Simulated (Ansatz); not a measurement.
A nudged elastic band was laid between two geometries of CH5ClGaN + H2 (11 atoms, charge 0, multiplicity 1).

Method: Ansatz, RKS PBE0/def2-SVP.

| Item | Value |
| --- | --- |
| movable images | 5 |
| climbing image | yes |
| spring | 5.0 eV/Å² |
| optimiser | quadratic models (default) |
| start path | through a guess of the saddle point |
| force threshold | 0.05 eV/Å |
| iteration limit | 60 |
| end points | relaxed |

Initial state:

```xyz
11
Properties=species:S:1:pos:R:3
Ga -0.334 0.429 0.359
Cl -2.091 -0.326 1.388
C -0.305 0.479 -1.586
N 0.940 0.990 1.506
H -0.304 -2.566 0.411
H 0.357 -2.757 0.082
H 0.664 0.830 -1.970
H -1.095 1.153 -1.949
H -0.507 -0.525 -1.987
H 0.836 0.931 2.512
H 1.839 1.363 1.233
```

Final state:

```xyz
11
Properties=species:S:1:pos:R:3
Ga 0.499 -0.205 0.100
Cl -2.405 -1.648 1.008
C -0.174 0.463 -1.613
N 1.088 0.922 1.391
H -1.196 -2.101 0.890
H 0.653 -1.740 0.461
H 0.504 0.166 -2.428
H -0.263 1.559 -1.616
H -1.164 0.031 -1.825
H 1.434 0.621 2.293
H 1.024 1.932 1.338
```

Which bonds break or form, and what moves?

Bonds broken: Ga1–Cl2, H5–H6. Bonds formed: Ga1–H6, Cl2–H5. CH5ClGaN + H2 becomes CH6GaN + ClH.

What energy profile does the band end with?

The run converged. The highest image is number 4 of 0 to 6, 1.32 eV above the first end and 0.30 eV above the last; the last end lies 1.02 eV above the first. A vibrational analysis at the climbing image gives one clearly imaginary mode, 667i cm⁻¹: a first-order saddle point. The orbitals stay closed-shell, which can raise the energy where a bond breaks towards radicals; this wasn't checked here.

```json
{"image": "0", "path coordinate (Å)": "0.00", "energy (eV)": "0.00", "Ga1–Cl2 (Å)": "2.17", "H5–H6 (Å)": "0.76", "Ga1–H6 (Å)": "3.27"}
{"image": "1", "path coordinate (Å)": "0.78", "energy (eV)": "0.01", "Ga1–Cl2 (Å)": "2.17", "H5–H6 (Å)": "0.76", "Ga1–H6 (Å)": "3.00"}
{"image": "2", "path coordinate (Å)": "1.56", "energy (eV)": "0.10", "Ga1–Cl2 (Å)": "2.18", "H5–H6 (Å)": "0.76", "Ga1–H6 (Å)": "2.57"}
{"image": "3", "path coordinate (Å)": "2.35", "energy (eV)": "0.43", "Ga1–Cl2 (Å)": "2.25", "H5–H6 (Å)": "0.78", "Ga1–H6 (Å)": "2.15"}
{"image": "4", "path coordinate (Å)": "3.13", "energy (eV)": "1.32", "Ga1–Cl2 (Å)": "2.59", "H5–H6 (Å)": "1.09", "Ga1–H6 (Å)": "1.71"}
{"image": "5", "path coordinate (Å)": "3.90", "energy (eV)": "1.04", "Ga1–Cl2 (Å)": "3.14", "H5–H6 (Å)": "1.74", "Ga1–H6 (Å)": "1.59"}
{"image": "6", "path coordinate (Å)": "4.66", "energy (eV)": "1.02", "Ga1–Cl2 (Å)": "3.37", "H5–H6 (Å)": "1.93", "Ga1–H6 (Å)": "1.58"}
```

What is the geometry of the highest image?


```xyz
11
Properties=species:S:1:pos:R:3:forces:R:3
Ga 0.173 -0.113 0.155 -0.01 0.00 0.00
Cl -2.021 -1.089 1.140 0.00 0.00 0.00
C -0.252 0.381 -1.678 0.00 0.00 -0.01
N 1.129 0.768 1.425 0.00 0.00 -0.02
H -0.669 -1.726 0.792 -0.01 0.00 0.00
H 0.359 -1.792 0.432 0.01 0.00 0.00
H 0.652 0.333 -2.302 0.00 0.00 0.00
H -0.651 1.405 -1.721 0.00 0.01 0.00
H -1.005 -0.305 -2.089 0.00 0.00 0.00
H 1.241 0.361 2.347 0.00 -0.01 0.02
H 1.045 1.776 1.499 0.00 0.01 0.01
```

What are the harmonic wavenumbers there?

667i, 47, 104, 149, 157, 238, 352, 393, 445, 588, 718, 731, 754, 812, 1048, 1102, 1227, 1396, 1424, 1430, 1532, 1705, 3070, 3177, 3192, 3606, 3710 cm⁻¹.

The band took 8 iterations and of the order of 6 core-minutes.

The run took 3.1 min on 2 threads of Intel(R) Xeon(R) Platinum 8259CL CPU @ 2.50GHz (Skylake/Cascade Lake), with other jobs on the host, peak memory 0.31 GiB.
